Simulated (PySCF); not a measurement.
CH$_{4}$BFS (SMILES CSBF), singlet, at a GFN2-xTB geometry. Base run: LC-WPBE/6-31G, TDDFT (PySCF).

PySCF was given this input:
```python
from pyscf import gto, scf, dft, tdscf

mol = gto.M(
    atom='''
B     0.432335    0.087628    0.955838
F    -0.141427    0.167295    2.139818
H     1.602472    0.113781    0.903126
S    -0.580856   -0.055103   -0.489609
C     0.679534   -0.125886   -1.814229
H     1.253970    0.794040   -1.817186
H     0.143811   -0.234080   -2.750724
H     1.327406   -0.980577   -1.653655
''',
    basis='6-31g',
    charge=0,
    spin=0,
    verbose=4,
)

mf = dft.RKS(mol)
mf.xc = 'lc_wpbe'
mf.kernel()
td = mf.TDDFT()
td.nstates = 5
td.kernel()
td.analyze()
```

The base run was repeated with changes; each row names its change, and settings that it needs were set with it.

```
change                           first excitation (eV)  oscillator strength of the first  second (eV)  core-seconds (rough)
-------------------------------  ---------------------  --------------------------------  -----------  --------------------
base                                              6.77                             0.000         6.98                    60
functional = bhandhlyp                               …                             0.000            …                    30
functional = hf                                      …                             0.000            …                     5
guess vectors = 13 for 5 states                   6.77                             0.000         6.98                    60
functional = blyp                                 6.17                             0.000         6.24                    10
functional = m062x                                6.49                             0.000         6.65                    90
nstates = 2                                       6.77                             0.000         6.98                    50
functional = pbe                                  6.16                             0.000         6.27                    10
functional = camb3lyp                                …                             0.000            …                    70
functional = wb97x                                6.78                             0.000         6.90                    60
response = Tamm-Dancoff                           6.79                             0.000         7.14                    30
```

Q: What belongs in the gaps?

A: 
- functional = bhandhlyp, first excitation (eV): 6.92
- functional = bhandhlyp, second (eV): 6.96
- functional = hf, first excitation (eV): 7.62
- functional = hf, second (eV): 7.78
- functional = camb3lyp, first excitation (eV): 6.64
- functional = camb3lyp, second (eV): 6.73

An iterative solver can miss low states, so a row lists the states that it found.
